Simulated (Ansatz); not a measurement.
A series at Sn: from `[Br][Sn]([Br])([Br])[Br]`, ligands are replaced one by one, each step taking up H₂ and setting free HBr; n counts the steps. Ansatz, PBE0-D4/def2-TZVP geometries.

| n | molecule | HOMO energy, ωB97M-V/def2-TZVPP (eV) |
| --- | --- | --- |
| 0 | `[Br][Sn]([Br])([Br])[Br]` | -11.14 |
| 1 | `[Br][SnH]([Br])[Br]` | ? |
| 2 | `[Br][SnH2][Br]` | -10.65 |
| 3 | `[Br][SnH3]` | -10.36 |
| 4 | `[SnH4]` | -11.38 |

**Question.** By hand: fit a straight line y = ȳ + b (n − n̄) to the 4 given rows and predict n = 1.

**Answer.** n̄ = 2.250, ȳ = -10.883; Σ(n − n̄)(y − ȳ) = 0.043, Σ(n − n̄)² = 8.750, so b = 0.005 eV a step. Prediction: -10.883 + (0.005) × (-1.250) = -10.89 eV.

**Question.** By hand: compare with the computed value, -10.89 eV, and give the steps along the whole series.

**Answer.** The line misses by 0.00 eV (computed minus predicted). Steps: 0.25, 0.24, 0.29, -1.02 eV.

The steps change sign along the series, so a line is a poor guide. The highest orbital can change its character along such a series. The miss is 0.0 % of the series' range.

Spin–orbit coupling is left out; it splits and shifts lone-pair levels of the heavy atoms by tenths of an eV.
